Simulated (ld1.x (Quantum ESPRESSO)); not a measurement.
## u(r) = r·R(r): atom against pseudo-atom (F (Z = 9))

Columns: radius, all-electron u(r) and pseudo u(r) of the 2s shell (level -46.99 eV) of fluorine in the configuration [He] 2s2 2p4; LDA (PZ), non-relativistic, TM scheme, ld1.x (Quantum ESPRESSO) 7.5.

| r (bohr) | all-electron | pseudo |
| --- | --- | --- |
| 0.082 | 0.4665 | -0.0996 |
| 0.165 | 0.3175 | -0.2099 |
| 0.248 | -0.0148 | -0.3390 |
| 0.330 | -0.3478 | -0.4902 |
| 0.413 | -0.6248 | -0.6610 |
| 0.495 | -0.8237 | -0.8240 |
| 0.578 | -0.9536 | -0.9514 |
| 0.660 | -1.0231 | -1.0229 |
| 0.742 | -1.0471 | -1.0471 |
| 0.825 | -1.0372 | -1.0372 |
| 0.908 | -1.0032 | -1.0032 |
| 0.990 | -0.9539 | -0.9539 |
| 1.072 | -0.8949 | -0.8949 |
| 1.155 | -0.8300 | -0.8300 |
| 1.238 | -0.7631 | -0.7631 |
| 1.320 | -0.6975 | -0.6975 |
| 1.402 | -0.6339 | -0.6339 |
| 1.485 | -0.5725 | -0.5725 |
| 1.568 | -0.5149 | -0.5149 |
| 1.650 | -0.4621 | -0.4621 |
| 1.733 | -0.4128 | -0.4128 |
| 1.815 | -0.3682 | -0.3682 |
| 1.898 | -0.3271 | -0.3271 |
| 1.980 | -0.2905 | -0.2905 |
| 2.062 | -0.2575 | -0.2575 |
| 2.145 | -0.2274 | -0.2274 |

Problem. How many radial nodes do the two functions have?

Solution. The all-electron 2s function has n − l − 1 = 1; the pseudo-wave has 0, since the states of the same l below it are removed with the core.

Problem. At about which radius was the pseudo-wave matched?

Solution. 0.75 bohr. The columns agree to 0.0005 from 0.66 bohr on; several derivatives are matched, so the curves merge somewhat inside the radius.

Problem. Where does each function peak?

Solution. Outermost all-electron maximum near 0.74 bohr, pseudo maximum near 0.74 bohr (to the table’s step).

Problem. Is the pseudo-wave norm-conserving?

Solution. Yes: the TM scheme keeps the norm inside the radius equal to the all-electron one, which fixes the energy derivative of the logarithmic derivative at the level.
